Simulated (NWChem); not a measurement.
CH₃FSi, singlet; SMILES [Si](F)C

Low-valent species are run as closed-shell singlets; no triplet was tried in these runs.

**Question.** Give the equilibrium geometry at PBE0/def2-SVP (NWChem) as a list of bonds and angles, with the point group.

**Answer.** point group Cs; any orientation.
Bonded distances (Å): Si1–F2 1.644, Si1–C3 1.895, C3–H4 1.101, C3–H5 1.105, C3–H6 1.105. Angles (°): F2–Si1–C3 97.9, Si1–C3–H4 113.0, Si1–C3–H5 109.8, Si1–C3–H6 109.8, H4–C3–H5 108.8, H4–C3–H6 108.8, H5–C3–H6 106.4.
